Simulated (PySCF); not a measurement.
Electron correlation in Ir⁺ (iridium, charge +1)

[Xe] 4f14 5d8, high-spin 3F determinant (an excited configuration). Calculation: PySCF 2.14, in ANO-RCC-VTZP (8s7p5d3f1g, 84 functions); scalar relativity by spin-free X2C-1e. Frozen: [Xe] 4f14; 8 electrons correlated.

| level | correlation energy (mhartree) |
| --- | --- |
| CCSD | -195.45 |
| (T) | -8.18 |
| CCSD(T) | -203.63 |

Diagnostics: T1 = 0.0048, D1 = 0.0074, largest double amplitude 0.050.

Spin-orbit coupling, absent here, splits the open shell strongly.

Cost of the coupled-cluster step: roughly 6 core-seconds, for 8 correlated electrons.

Iterations:

```
CC2 = 0
CCSD nocc = (np.int64(5), np.int64(3)), nmo = (50, 50)
frozen orbitals [[0, 1, 2, 3, 4, 5, 6, 7, 8, 9, 10, 11, 12, 13, 14, 15, 16, 17, 18, 19, 20, 21, 22, 23, 24, 25, 26, 27, 28, 29, 30, 31, 32, 33], [0, 1, 2, 3, 4, 5, 6, 7, 8, 9, 10, 11, 12, 13, 14, 15, 16, 17, 18, 19, 20, 21, 22, 23, 24, 25, 26, 27, 28, 29, 30, 31, 32, 33]]
max_cycle = 100
direct = 0
conv_tol = 1e-08
conv_tol_normt = 1e-06
diis_space = 8
diis_start_cycle = 0
Init t2, MP2 energy = -0.194107607540822
Init E_corr(UCCSD) = -0.19410760755237
cycle = 1  E_corr(UCCSD) = -0.192494554216434  dE = 0.00161305334  norm(t1,t2) = 0.0330174
cycle = 2  E_corr(UCCSD) = -0.194010946032667  dE = -0.00151639182  norm(t1,t2) = 0.0167819
cycle = 3  E_corr(UCCSD) = -0.194969993725074  dE = -0.000959047692  norm(t1,t2) = 0.011541
cycle = 4  E_corr(UCCSD) = -0.195398422824022  dE = -0.000428429099  norm(t1,t2) = 0.00534446
cycle = 5  E_corr(UCCSD) = -0.195408607379187  dE = -1.01845552e-05  norm(t1,t2) = 0.0025147
cycle = 6  E_corr(UCCSD) = -0.195447184535169  dE = -3.8577156e-05  norm(t1,t2) = 0.0007898
cycle = 7  E_corr(UCCSD) = -0.195445635084822  dE = 1.54945035e-06  norm(t1,t2) = 0.000146309
cycle = 8  E_corr(UCCSD) = -0.195445778655004  dE = -1.43570181e-07  norm(t1,t2) = 2.92781e-05
cycle = 9  E_corr(UCCSD) = -0.195446089378539  dE = -3.10723536e-07  norm(t1,t2) = 8.15663e-06
cycle = 10  E_corr(UCCSD) = -0.195446101536919  dE = -1.21583793e-08  norm(t1,t2) = 2.51379e-06
cycle = 11  E_corr(UCCSD) = -0.195446090074489  dE = 1.14624299e-08  norm(t1,t2) = 9.71995e-07
cycle = 12  E_corr(UCCSD) = -0.195446102741169  dE = -1.26666808e-08  norm(t1,t2) = 1.62817e-07
cycle = 13  E_corr(UCCSD) = -0.195446100548596  dE = 2.19257393e-09  norm(t1,t2) = 5.33004e-08
UCCSD converged
E(UCCSD) = -17823.22699437022  E_corr = -0.1954461005485955
UCCSD(T) correction = -0.00818181281312111
```
